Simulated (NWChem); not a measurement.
Species: C4H3BO; SMILES C#CB(O)C#C

```xyz
9

B     -0.4307    -0.0248     0.0000
C      0.3432     1.3063     0.0000
C      0.9423     2.3662     0.0000
H      1.4800     3.2979     0.0000
C      0.3236    -1.3599     0.0000
C      0.9526    -2.4016     0.0000
H      1.5027    -3.3259     0.0000
O     -1.7835    -0.0432     0.0000
H     -2.1606     0.8438     0.0000
```
Atoms are numbered in this order, from 1.

Level: PBE0/def2-SVP (NWChem), optimised geometry, unscaled harmonic frequencies. 

| frequency (cm⁻¹) | IR intensity (km/mol) |
|---|---|
| 115 | 1.7 |
| 187 | 8.9 |
| 220 | 3.2 |
| 279 | 3.8 |
| 463 | 12.4 |
| 507 | 9.8 |
| 622 | 17.7 |
| 659 | 10.7 |
| 681 | 137.8 |
| 712 | 32.8 |
| 717 | 39.7 |
| 769 | 14.8 |
| 770 | 40.8 |
| 967 | 154.8 |
| 1224 | 349.0 |
| 1393 | 297.4 |
| 2188 | 48.4 |
| 2200 | 145.1 |
| 3476 | 49.5 |
| 3479 | 42.9 |
| 3895 | 109.9 |

zero-point energy: 36.5 kcal/mol
thermal correction to the enthalpy at 298.15 K (with zero-point energy): 41.1 kcal/mol
heat capacity Cv: 22.3 cal/(mol K)
entropy at 298.15 K and 1 atm (symmetry number 1): 78.5 cal/(mol K)
dipole moment: 1.55 D

Rigid rotor and harmonic oscillator.
